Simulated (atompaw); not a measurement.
Varying the PAW (atompaw) potential for Cd

Base potential:

atompaw 4.2.0.5 input, output lines left out:

```
Cd 48
GGA-PBESOL scalarrelativistic loggrid 1500 logderivrange -3 5 201
5 5 4 0 0 0
5 1 0
0 0 0
c
c
c
c
v
c
c
c
v
c
v
2
3.00 2.60 2.40 1.95
y
0.75
n
y
1.25
n
y
-0.5
n
custom polynom gramschmidtortho besselshape
bessel
2.40
3.00
3.00
3.00
3.00
3.00
```

Cutoffs, loose and tight: the cutoffs (Ry, on a coarse ladder) from which the occupation-weighted sum of valence levels, in a spherical-Bessel basis at the reference potential, stays within 10 and 1 mRy of its value at 400 Ry. They see the waves, projectors and local potential, not the compensation charge or the core. A dash means not determined.

A true bound ghost makes a file unfit for plane-wave use even where its test errors are small: the radial tests pick states by their node count and pass the ghost by.

| change | outcome | cutoff, loose | cutoff, tight | bound ghosts |
| --- | --- | --- | --- | --- |
| base | generated | 10 Ry | 18 Ry | none |
| core correction smooth core density matched at 1.44 bohr | generated | 10 Ry | 18 Ry | none |
| reference 4d9 5s0 5p0 | generated | 10 Ry | 18 Ry | none |
| local potential bessel scheme, radius 1.84 bohr | generated | 10 Ry | 18 Ry | none |
| augmentation besselshape compensation charge, radius 2.60 bohr; PAW radius 3.00 bohr; waves and projectors: custom polynom2 7 10 vanderbiltortho | generated | 21 Ry | 40 Ry | none |
| wave 5p channel at 1.25 Ry: rc 3.00 bohr becomes 5p channel at -0.16 Ry: rc 3.00 bohr | generated | 10 Ry | 18 Ry | none |
| functional PBE | generated | 10 Ry | 18 Ry | none |
| augmentation besselshape compensation charge, radius 1.66 bohr; PAW radius 3.00 bohr; waves and projectors: custom polynom gramschmidtortho | generated | 10 Ry | 18 Ry | none |

Task: What comes out with this change to the base: wave 5s channel at 0.75 Ry: rc 3.00 bohr becomes 5s channel at 0.75 Ry: rc 1.84 bohr?

Result: outcome: failed: atompaw: The overlap operator has at least one negative eigenvalue!. Cause: the overlap operator built from these waves and projectors is not positive definite.

Task: What comes out with this change to the base: local potential troulliermartins scheme with l = 3 at 0 Ry, radius 2.40 bohr?

Result: outcome: generated; cutoff, loose: 10 Ry; cutoff, tight: 18 Ry; bound ghosts: s.

Task: What comes out with this change to the base: all radii scaled by about 1.20 (s 2.88, p 3.62, d 3.62 bohr); local potential bessel scheme, radius 2.88 bohr; augmentation besselshape compensation charge, radius 3.12 bohr; PAW radius 3.62 bohr; waves and projectors: custom polynom gramschmidtortho; core correction smooth core density matched at 2.34 bohr?

Result: outcome: generated; cutoff, loose: 8 Ry; cutoff, tight: 12 Ry; bound ghosts: none.
